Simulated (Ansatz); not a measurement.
Consider the redistribution: `[CH3][Al]([F])[SiH2]F` + `[SiH3]SC[SiH2]Cl` → `[CH3][Al]([F])[S][SiH3]` + `F[SiH2]C[SiH2]Cl`.

Isolated molecules relaxed with PBE0-D4/def2-TZVP in Ansatz; ΔE leaves out vibrations. CCSD(T)/CBS is the MP2 limit (def2-TZVPP, def2-QZVPP) plus CCSD(T) − MP2 in def2-TZVPP, frozen cores. DFT in def2-TZVPP. Each species was taken in one conformer, which may not be the lowest.

`[CH3][Al]([F])[SiH2]F`:

```xyz
10

C     0.469   -1.816    0.624
Al    0.357   -0.330   -0.616
F     0.994   -0.514   -2.134
Si   -0.645    1.890   -0.231
F    -1.234    1.954    1.271
H    -0.017   -2.705    0.210
H     1.513   -2.085    0.812
H     0.000   -1.588    1.584
H     0.336    3.004   -0.364
H    -1.774    2.191   -1.157
```

`[SiH3]SC[SiH2]Cl`:

Z-matrix (Å, degrees):
```
Si
S 1 2.136
H 1 1.484 2 104.7
H 1 1.487 2 108.4 3 -118.3
H 1 1.482 2 114.4 3 119.3
C 2 1.824 1 103.0 3 154.3
Si 6 1.869 2 113.4 1 88.5
H 6 1.095 2 105.6 1 -152.7
H 6 1.093 2 110.5 1 -37.5
Cl 7 2.056 6 109.5 2 -70.5
H 7 1.480 6 110.6 2 48.7
H 7 1.485 6 110.4 2 171.6
```

`[CH3][Al]([F])[S][SiH3]`:

Z-matrix (Å, degrees):
```
C
Al 1 1.934
H 1 1.091 2 113.4
H 1 1.094 2 110.1 3 -121.1
H 1 1.094 2 110.1 3 121.3
F 2 1.649 1 119.4 3 -177.4
S 2 2.177 1 126.7 3 2.7
Si 7 2.137 2 99.5 1 0.3
H 8 1.486 7 111.6 2 -61.2
H 8 1.486 7 111.6 2 60.2
H 8 1.482 7 106.5 2 179.5
```

`F[SiH2]C[SiH2]Cl`:

Cartesian coordinates in Å:
```
F -1.441 2.460 0.738
Si -0.149 1.532 0.551
C -0.678 -0.117 -0.120
Si 0.682 -1.349 -0.422
Cl -0.116 -3.097 -1.160
H 0.493 1.388 1.880
H 0.765 2.224 -0.390
H -1.205 0.046 -1.067
H -1.392 -0.564 0.581
H 1.392 -1.681 0.836
H 1.648 -0.843 -1.427
```

```
        level  ΔE (kJ/mol)
       PBE-D4       -186.2
HF/def2-TZVPP       -217.2
```

Q: What does CCSD(T)/CBS give? (An estimate is asked.)

A: Computed: -207.8 kJ/mol. The listed levels differ from it by 21.6, -9.4 kJ/mol.

Largest T1 diagnostic among the species: 0.012.

From PBE to PBE0 (25 % exact exchange), in def2-TZVPP and without D4, ΔE moves by −11.1 kJ/mol.
